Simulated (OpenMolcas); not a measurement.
Computed levels of 3d5 in ions with 23 electrons, in cm-1 above 6S 5/2.

| Item | Value |
| --- | --- |
| Program | OpenMolcas 26.06 |
| Method | MS-CASPT2, IPEA 0.25 Eh, imaginary shift 0.1 Eh |
| Basis | ANO-R2 |
| Scalar Hamiltonian | X2C, finite nucleus |
| Spin-orbit coupling | state interaction with AMFI integrals over the reference wave functions, term energies averaged over their components |

Active space for each ion: 5 electrons in 10 orbitals (3d 4d); closed shells correlated by CASPT2: 3s 3p.

```csv
Level,Fe3+,Co4+,Cu6+
4G 5/2,33550,38800,48310
4G 7/2,33590,38860,48450
4G 9/2,33620,38910,48550
4G 11/2,33630,38910,48540
4P 5/2,36950,42770,53190
4P 3/2,37010,42880,53460
4P 1/2,37090,43010,53870
4D 7/2,40210,46490,57930
4D 1/2,40260,46590,58240
```

Task: Estimate 4G 5/2, 4G 7/2 for Ni5+ from its neighbours Co4+ and Cu6+.

Result: 4G 5/2 is another term, which grows about linearly with the charge: (38800 + 48310) / 2 = 43555. The calculation gives 43720, so the estimate is off by -0.4 %.
4G 7/2 is another term, which grows about linearly with the charge: (38860 + 48450) / 2 = 43655. The calculation gives 43820, so the estimate is off by -0.4 %.

Term energies are means over components that CASPT2 splits; among the terms shown or strongly mixed into the levels shown the widest spread is 230 cm-1 (3d5 4G, Ni5+). Active for correlation alone: 4d; no level in the range computed is led by a configuration that fills it, so any true level of that kind is missing. Levels of configurations outside the active space are missing.
